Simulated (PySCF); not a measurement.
**Dipole response of Ca¹⁴⁺ (calcium, charge +14)**

[He] 2s2 2p2, high-spin 3P determinant. Calculation: PySCF 2.14, in an even-tempered Gaussian basis (18 s from 2.1 bohr⁻², ratio 2.2; 11 p from 2.7 bohr⁻², ratio 2.2; 6 d from 13 bohr⁻², ratio 2.4; 5 f from 19 bohr⁻², ratio 2.4; 5 g from 29 bohr⁻², ratio 2.4); no relativity, point nucleus. Coupled (time-dependent) response in atomic units; α is the mean over directions.

```
method  mean α (bohr³)               α xx, yy, zz  C₆ (like pair)     S(−4)
   UHF         0.03535  0.04216, 0.03195, 0.03195        0.003008  0.006459
  PBE0         0.03405  0.04129, 0.03042, 0.03042        0.002877  0.005775
```

S(−4) is the Cauchy moment in α(ω) = α(0) + S(−4) ω² + …

α(iu) at PBE0:

```
u (hartree)  α(iu) (bohr³)
          0        0.03405
      0.300        0.03354
      0.600        0.03212
       1.20        0.02767
       1.80        0.02285
       2.40        0.01877
       3.00        0.01563
       4.50        0.01086
       6.00       0.008464
       9.00       0.006244
       15.0       0.004446
```

A single London oscillator, α(iu) = α/(1 + u²/ω²), gives C₆ = (3/4) ω α². Matching the computed C₆ needs ω = 4 × 0.002877 / (3 × 0.03405²) = 3.31 hartree.

For an ion, C₆ is the dispersion term alone; charge-induced terms of lower order in 1/R come first.

The components differ because the open shell of this determinant is not spherical; for a pure term their mean is the scalar polarisability.
